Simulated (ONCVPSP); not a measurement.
**Configuration tests for Mg (Z = 12) (ONCV)**

Mg, optimised norm-conserving Vanderbilt (ONCV), made with ONCVPSP 4.0.1 (PBE, scalar-relativistic). Core [He], reference 2s2 2p6 3s2. Waves: 2s+3s: rc 1.25 bohr, ncon 4, nbas 8, qcut 9.2 1/bohr, 2 projectors; 2p: rc 1.10 bohr, ncon 4, nbas 8, qcut 14.3 1/bohr, 3 projectors, debl 1.2 Ha. Local part: polynomial inside 0.90 bohr (lpopt 5, dvloc0 2 Ha). Core correction: none.

In the p channel the program set the typed energies aside and used -1.713, 0.250, 1.450 Ha.

Energies are relative to the spin-unpolarised reference configuration 2s2 2p6 3s2; without spin polarisation the order of configurations can differ from experiment.

(1) Give the all-electron excitation energy and the error of the potential for: 2s2 2p6 3s1; 2s2 2p6 3s0; 2s2 2p6 3s1.5; 2s2 2p5 3s2.

## Answers

(1)

```json
{"valence configuration": "2s2 2p6 3s1", "charge": "+1", "ΔE all-electron (eV)": "7.960", "error AE − PS (meV)": "-0.2"}
{"valence configuration": "2s2 2p6 3s0", "charge": "+2", "ΔE all-electron (eV)": "22.985", "error AE − PS (meV)": "-1.2"}
{"valence configuration": "2s2 2p6 3s1.5", "charge": "+0.5", "ΔE all-electron (eV)": "3.144", "error AE − PS (meV)": "-0.1"}
{"valence configuration": "2s2 2p5 3s2", "charge": "+1", "ΔE all-electron (eV)": "58.542", "error AE − PS (meV)": "+197"}
```
